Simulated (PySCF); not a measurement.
C₄H₆ClF.

```xyz
12

F     -2.0172    -0.7509     0.1191
C     -1.0143     0.1739     0.2337
C     -1.0408     1.3784    -0.7251
C      0.5018     1.2490    -0.8333
C      0.3502    -0.2060    -0.3466
Cl     1.5936    -0.8859     0.7503
H     -0.9279     0.4760     1.2906
H     -1.4606     2.3211    -0.3481
H     -1.5449     1.1008    -1.6627
H      1.0236     1.8607    -0.0838
H      0.9712     1.3995    -1.8144
H      0.2205    -0.9108    -1.1795
```
Charge 0, spin multiplicity 1.

Geometry: B3LYP-D3(BJ)/def2-SVP.

The numbers are results of HF/pcSseg-1 (PySCF), not measurements. Non-relativistic, no solvent.

Computed absolute GIAO shielding of each atom: isotropic value and principal components (ppm):
```json
[
 {"atom": "F1", "σ(iso)": "391.1", "σ11": "351.1", "σ22": "409.0", "σ33": "413.3", "span": "62.2"},
 {"atom": "C2", "σ(iso)": "105.5", "σ11": "83.1", "σ22": "92.5", "σ33": "140.8", "span": "57.7"},
 {"atom": "C3", "σ(iso)": "166.7", "σ11": "155.5", "σ22": "160.9", "σ33": "183.8", "span": "28.3"},
 {"atom": "C4", "σ(iso)": "168.2", "σ11": "149.5", "σ22": "164.5", "σ33": "190.6", "span": "41.1"},
 {"atom": "C5", "σ(iso)": "134.3", "σ11": "110.6", "σ22": "133.7", "σ33": "158.5", "span": "47.9"},
 {"atom": "Cl6", "σ(iso)": "849.6", "σ11": "713.7", "σ22": "748.7", "σ33": "1086.4", "span": "372.8"},
 {"atom": "H7", "σ(iso)": "27.4", "σ11": "24.9", "σ22": "28.2", "σ33": "29.1", "span": "4.2"},
 {"atom": "H8", "σ(iso)": "29.5", "σ11": "25.7", "σ22": "26.0", "σ33": "36.8", "span": "11.1"},
 {"atom": "H9", "σ(iso)": "29.8", "σ11": "26.8", "σ22": "27.1", "σ33": "35.6", "span": "8.8"},
 {"atom": "H10", "σ(iso)": "30.3", "σ11": "26.8", "σ22": "28.6", "σ33": "35.4", "span": "8.6"},
 {"atom": "H11", "σ(iso)": "29.5", "σ11": "25.8", "σ22": "26.2", "σ33": "36.5", "span": "10.6"},
 {"atom": "H12", "σ(iso)": "27.8", "σ11": "23.2", "σ22": "28.3", "σ33": "32.0", "span": "8.8"}
]
```
